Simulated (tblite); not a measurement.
A tight-binding relaxation on `CCOB(O)C1=C[C@@H]1Br`.

Computed with GFN2-xTB geometry optimisation, gas phase (tblite 0.8.0). Start geometry: from a force field or distance geometry. A driver script takes a list of jobs; this job's settings line and coordinates (Å) are shown.

Command:
```bash
OMP_NUM_THREADS=1 python probes_run.py task.json out
```

Input:
```
{"job": {"kind": "relax", "xc": "GFN2-xTB", "basis": "xTB"}, "charge": 0, "multiplicity": 1}
C     -2.918300     0.772800    -0.459000
C     -1.894000    -0.163300     0.104500
O     -0.612200     0.249400    -0.239900
B      0.423300    -0.622800     0.279500
O      0.098000    -1.414500     1.502900
C      1.921400    -0.282400    -0.028100
C      3.214800    -0.583500    -0.141900
C      2.851500     0.829500    -0.443800
Br     3.407200     2.131100     0.853100
H     -3.884900     0.259600    -0.582600
H     -2.986900     1.645000     0.220700
H     -2.495100     1.132600    -1.429900
H     -2.094100    -1.163900    -0.320400
H     -1.980200    -0.210500     1.202200
H      0.184700    -2.370300     1.307800
H      3.978900    -1.357000    -0.040600
H      2.778900     1.160100    -1.495500
```

Output:
```
step      E/eV     max force
  0    -766.94954    3.739
  1    -767.39851    1.977
  2    -767.60783    1.675
  3    -767.67286    1.082
  4    -767.70494    0.677
  5    -767.72661    0.539
  6    -767.75491    0.542
  7    -767.77440    0.594
  8    -767.80559    0.677
  9    -767.83935    0.655
... (67 lines left out)
 77    -768.16634    0.028
 78    -768.16641    0.028
 79    -768.16648    0.023
 80    -768.16655    0.026
 81    -768.16662    0.018
 82    -768.16667    0.013
 83    -768.16671    0.014
 84    -768.16674    0.015
 85    -768.16676    0.011
 86    -768.16678    0.007
```

«max force» is the largest atomic force in eV/Å.

**Question.** From which step on does the largest force stay under 0.1 eV/Å, and how much energy is left to gain from there?

**Answer.** From step 29 (0.099 eV/Å), 26.7 meV above the end.

Main results: energy lowered by 28.1 kcal/mol over 86 steps; largest atomic force 0.007 eV/Å at the end.

**Question.** Where do the atoms end?

**Answer.** 0.328 Å rms from the input after alignment:
```
atom  x, y, z in Å
C1    -2.8020    0.9038   -0.4975
C2    -1.9790   -0.2282    0.0979
O3    -0.6053    0.0129   -0.1543
B4     0.3749   -0.7340    0.3698
O5     0.0999   -1.7896    1.1825
C6     1.8336   -0.3363   -0.0019
C7     3.1208   -0.5862   -0.1110
C8     2.7194    0.7909   -0.4279
Br9    3.1088    2.2293    0.8579
H10   -3.8572    0.7333   -0.3039
H11   -2.5068    1.8510   -0.0545
H12   -2.6400    0.9589   -1.5707
H13   -2.2578   -1.1886   -0.3517
H14   -2.1418   -0.3017    1.1791
H15    0.8495   -2.2686    1.5309
H16    3.9514   -1.2438   -0.0323
H17    2.7246    1.2090   -1.4234
```

On one thread, Arm Neoverse N1 (aarch64) (shared host), this took 1.2 s wall.
Labels such as C1 count atoms from 1, the log's own numbers from 0.
